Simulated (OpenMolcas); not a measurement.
What CH4OSb (SMILES C[O][SbH]) costs in OpenMolcas

CH4OSb has 7 atoms, charge 0, and is taken as a doublet. As SMILES, `C[O][SbH]`. The shape comes from GFN2-xTB, which is rough for such elements, and wasn't checked as a minimum. This is one conformer, not always the lowest.

```xyz
7

C    -0.4760    0.6415   -0.2160
O    -0.7871   -0.6413    0.2215
Sb    0.6098   -2.0805    0.3378
H    -0.3298    0.6720   -1.3006
H     0.4244    1.0332    0.2664
H    -1.3205    1.2835    0.0420
H     1.8791   -0.9084    0.6489
```

Program: OpenMolcas 26.06. Hardware: 1 thread of Intel Xeon Platinum 8375C at 2.90GHz (Ice Lake), shared host, so times are rough. Two-electron integrals are exact unless an approximation is named.

Question: Estimate their order by wall time, quickest first.
A. gradient at UPBE0/def2-SVP (core potential), grid UltraFine
B. energy at ROMP2/3-21G, 20 core orbitals frozen
C. gradient at UPBE0/def2-SVPD (core potential), grid UltraFine

Answer: B (4.8 s), A (36 s), C (1.7 min).
